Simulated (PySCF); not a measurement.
From one molecule to another.

First species: C8H13FSi.
SMILES: `C=C(C)[C@@H]1[SiH2]/C(=C\C)[C@H]1F`

Second species: C8H13FSi.
Geometry (GFN2-xTB, Å), atoms numbered from 1 in this order:
```xyz
23
C8H13FSi angstrom
C      4.0363   -0.1031    1.3023
C      2.9346    0.0447    0.3805
C      2.0195    0.1644   -0.3951
Si     0.6111    0.3303   -1.5686
F      0.9529   -0.5666   -2.8751
C     -0.9811   -0.3845   -0.7973
C     -0.8226   -1.8589   -0.4172
C     -1.4016    0.4205    0.4122
C     -2.1321    1.7155    0.2355
C     -2.8490    0.5196    0.7893
H      4.7662   -0.8028    0.8957
H      3.6751   -0.4823    2.2582
H      4.5195    0.8606    1.4622
H      0.4635    1.6833   -2.0881
H     -1.7856   -0.3174   -1.5392
H     -0.0394   -1.9782    0.3291
H     -1.7525   -2.2464   -0.0026
H     -0.5579   -2.4539   -1.2882
H     -0.6895    0.3715    1.2284
H     -1.9086    2.5366    0.8999
H     -2.3725    2.0260   -0.7704
H     -3.5743    0.0275    0.1582
H     -3.1166    0.5208    1.8353
```

Levels: PBE0/pcSseg-1 for dipole moment, HOMO energy, LUMO energy and HOMO–LUMO gap; GFN2-xTB for rotational constant A and rotational constant C. Geometries: GFN2-xTB. Each structure is a single optimised conformer of the isolated species, non-relativistic unless stated. Electronic properties by PySCF.

Dipoles, sizes and rotational constants follow the conformer. The torsions of the flexible species, by atom-mapped SMILES:
- `[CH2:1]=[C:2]([CH3:3])[C@@H:4]1[SiH2:5]/[C:6](=[CH:7]\[CH3:8])[C@H:9]1[F:10]`: C1–C2–C4–Si5 -111°
- `[CH3:1][C:2]#[C:3][Si@@H:4]([F:5])[C@@H:6]([CH3:7])[CH:8]1[CH2:9][CH2:10]1`: C3–Si4–C6–C7 -58°, Si4–C6–C8–C9 80°

Values for the first species:

| Quantity | Value |
| --- | --- |
| Dipole moment | 2.11 D |
| HOMO energy | -6.72 eV |
| LUMO energy | -0.67 eV |
| HOMO–LUMO gap | 6.05 eV |
| Rotational constant A | 1.971 GHz |
| Rotational constant C | 0.602 GHz |

(1) Estimate the same properties for the second species, and the change in each.

Answers

(1) 
```
             property      first     second  second less first
        dipole moment     2.11 D     2.73 D            +0.62 D
          HOMO energy   -6.72 eV   -7.50 eV           -0.78 eV
          LUMO energy   -0.67 eV   -0.12 eV           +0.55 eV
        HOMO–LUMO gap    6.05 eV    7.38 eV           +1.33 eV
rotational constant A  1.971 GHz  1.356 GHz         -0.615 GHz
rotational constant C  0.602 GHz  0.544 GHz         -0.058 GHz
```

On the first: In atomic units the dipole is 0.83 e·bohr (1 au = 2.5417 D).

On the second: The dipole matches unit charges of opposite sign 0.57 Å apart (1 e·Å = 4.8032 D). A dipole of 2.73 D is allowed in C1, and pure rotational transitions are dipole-allowed.
